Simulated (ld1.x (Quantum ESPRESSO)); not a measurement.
Values are calculated unless marked as measured or tabulated.
# Potentials for O (Z = 8) compared

Generated with ld1.x 7.5 (TM, RRKJ, ultrasoft, PAW), atompaw 4.2 or ONCVPSP 4.0.1. The cutoff is in Ry: for ld1.x and atompaw files where the sum of valence levels is converged to 10 mRy in a Bessel basis, for ONCV files where the hardest occupied wave has 1 mHa per electron of residual kinetic energy. The error is the largest all-electron minus pseudo excitation energy over each file’s own four to seven test configurations (ionisations up to +4, promotions, holes and added fractions of an electron), all of which were solved. The labels leave out finer settings (local radius, basis sizes, second energies), which also bear on the numbers. Spin-polarised tests are not counted. The rows are a selection from randomly drawn settings: files with unsolved tests, undetermined cutoffs or missed reference levels are left out.

```tsv
potential	cutoff (Ry)	largest error (meV)	bound ghosts
PAW, PBEsol, scalar-relativistic, rc 1.24/1.40 (sp), local smoothed, core correction yes, reference 2s2 2p4	35	+46	none
ultrasoft, PBE, non-relativistic, rc 0.95/1.00 (sp), local smoothed, core correction yes, reference 2s2 2p2	70	+139	none
TM, PBE, non-relativistic, rc 0.55/0.95/0.80 (spd), local d, core correction yes, reference 2s2 2p3.5	260	+137	none
TM semilocal, BLYP, scalar-relativistic, rc 0.95/0.95/0.95 (spd), local d, core correction no, reference 2s2 2p4	120	+811	none
```

(1) Fill in the row for O: PAW, PBE, scalar-relativistic, rc 1.05/1.30 (sp), local smoothed, core correction yes, reference 2s2 2p3.5.

Answers

(1) cutoff 40 Ry, largest error -1.3 meV, bound ghosts: none.
